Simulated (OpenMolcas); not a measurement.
# GeSiH3ClO (SMILES [SiH3][O][Ge][Cl]): methods side by side

The species is GeSiH3ClO (7 atoms), meant as a singlet with charge 0. SMILES: `[SiH3][O][Ge][Cl]`. Geometry: relaxed at PBE0-D4/def2-TZVP. This is one conformer, not always the lowest.

```xyz
7

Si    0.1844    0.6642   -0.6142
O     0.4345   -0.9595   -0.4138
Ge    0.0766   -2.2159    0.7769
Cl   -0.9918   -0.9951    2.2776
H     0.7959    1.0454   -1.9113
H    -1.2689    0.9651   -0.6433
H     0.8307    1.4278    0.4824
```

Quantity: the energy change with the Si1–H5 bond stretched from 1.484 to 3.264 Å, in eV. The values are calculated.

```tsv
level	kind	program	value (eV)	less CCSD(T)/cc-pVDZ	CPU time (all runs)
HF/cc-pVDZ (unrestricted)	Hartree–Fock	OpenMolcas	3.28	-0.45	34 s
SVWN5/cc-pVDZ (restricted)	LDA	OpenMolcas	4.05	+0.32	58 s
PBE/cc-pVDZ (restricted)	GGA	OpenMolcas	4.02	+0.29	80 s
M06-L/cc-pVDZ (restricted)	meta-GGA	OpenMolcas	4.42	+0.69	100 s
PBE0/cc-pVDZ (restricted)	global hybrid	OpenMolcas	4.50	+0.77	68 s
B2PLYP/cc-pVDZ (restricted)	double hybrid	OpenMolcas	4.45	+0.72	52 s
MP2/cc-pVDZ (restricted)	perturbation theory	OpenMolcas	4.74	+1.01	17 s
CCSD(T)/cc-pVDZ (restricted)	coupled cluster or CI	OpenMolcas	3.73	0.00	2.6 min
```

Differences are taken from CCSD(T)/cc-pVDZ (restricted) for orientation; it has basis-set and higher-order errors of its own. At this stretch a single reference begins to fail. All-electron rows without a relativistic Hamiltonian named are non-relativistic. The first shape isn't each level's own minimum. The values span 3.28 to 4.74 eV. Spin contamination of the reference (⟨S²⟩ at least 0.1 too high) touches HF/cc-pVDZ. In the correlated wave-function rows the outer d shell of Ge is correlated, in sets not made for it. Times are those of the runs behind each value, whatever else they computed, on shared processors of several kinds: orders of magnitude only.
